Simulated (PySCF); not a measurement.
An unknown is described by computed data only.

Formula: C5H6O2.

- Dipole: 1.63 D [PBE0/pcSseg-1]
- 1H NMR: chemical shifts (computed TMS as zero) by class: 8.01 (1 H), 7.10 (1 H), 6.36 (1 H), 6.34 (1 H), 5.17 (1 H), 4.91 (1 H) ppm [GIAO PBE0/pcSseg-1]
- Rotational structure: rotational constants A, B, C: 9.284, 1.441, 1.247 GHz [GFN2-xTB]
- 13C NMR: chemical shifts (computed TMS as zero) by class: 168.2 (1 C), 149.4 (1 C), 143.1 (1 C), 135.8 (1 C), 102.4 (1 C) ppm [GIAO PBE0/pcSseg-1]
- NMR, other nuclei: isotropic shieldings of nuclei other than C and H, by class: -65 (1 O), 72 (1 O) ppm [GIAO PBE0/pcSseg-1]

Electronic properties: PySCF, gas phase, density fitting. Levels stand in brackets. One conformer (not necessarily the lowest) at the GFN2-xTB geometry, without solvent, vibrations or thermal averaging. NMR values are class means; diastereotopic atoms form classes of their own.

Q: Give a SMILES that accounts for the data.

A: Numbering: `[CH2:1]=[CH:2][O:3][C:4](=[O:5])[CH:6]=[CH2:7]`. Its formula, C5H6O2, gives 3 degrees of unsaturation: 0 rings and 3 π bonds in the structure found. 5 carbons fall into 5 classes; from least to most shielded: ester carbonyl carbon [C4] (168.2 ppm), vinylic carbon bearing oxygen [C2] (149.4 ppm), terminal =CH2 carbon [C7] (143.1 ppm), alkene CH carbon [C6] (135.8 ppm), terminal =CH2 carbon [C1] (102.4 ppm). Hydrogen classes from least to most shielded: 1 H on a vinylic carbon bearing oxygen, C2 (8.01 ppm), 1 H on a terminal =CH2 carbon, C7 (7.10 ppm), 1 H on a terminal =CH2 carbon, C7 (6.36 ppm), 1 H on an alkene CH carbon, C6 (6.34 ppm), 1 H on a terminal =CH2 carbon, C1 (5.17 ppm), 1 H on a terminal =CH2 carbon, C1 (4.91 ppm). The other shieldings belong to: -65 ppm, ester carbonyl oxygen [O5]; 72 ppm, ester single-bonded oxygen [O3]. The optimised geometry has point group Cs and is an asymmetric top. Structure: `C=COC(=O)C=C`. Computed isomers that give other values at the same levels: `COc1ccco1` (13C chemical shifts (computed TMS as zero) by class: 168.1 (1 C), 135.1 (1 C), 119.4 (1 C), 88.2 (1 C), 56.1 (1 C) ppm); `O=CC1=CCOC1` (rotational constant A: 7.162 GHz; this holds for the one conformer computed); `C=CC(=C)C(=O)O` (13C chemical shifts (computed TMS as zero) by class: 169.9 (1 C), 140.8 (1 C), 140.3 (1 C), 140.2 (1 C), 131.3 (1 C) ppm). The assignments are read from this structure; whether some other isomer fits the data as well wasn't checked.

The values belong to the conformer `[CH2:1]=[CH:2][O:3][C:4](=[O:5])[CH:6]=[CH2:7]`: C1–C2–O3–C4 180°, C2–O3–C4–O5 0°, O3–C4–C6–C7 180°.
